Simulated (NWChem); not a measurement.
Species: MgNH$_{2}$F; SMILES [NH2][Mg][F]

```xyz
5

Mg     0.0000     0.0000    -0.0826
F      0.0000     0.0000    -1.8263
N      0.0000     0.0000     1.8037
H      0.0000    -0.8193     2.4010
H      0.0000     0.8193     2.4010
```
Atoms are numbered in this order, from 1.

Results from NWChem. Pople sets run with spherical d functions. Coordinates come from a B3LYP/6-31G* (spherical d) optimisation. Vertical excitations in the gas phase; the lowest state need not have the same character in each row.

### Question
Order these by “lowest excitation, singlet (eV)”, lowest first: PBE/6-31+G*, TDA; B3LYP/6-31+G*, TDA; PBE0/6-31+G*, TDA; BHandHLYP/6-31+G*, TDA.

### Answer
PBE/6-31+G*, TDA (3.34), B3LYP/6-31+G*, TDA (3.71), PBE0/6-31+G*, TDA (3.93), BHandHLYP/6-31+G*, TDA (4.28)
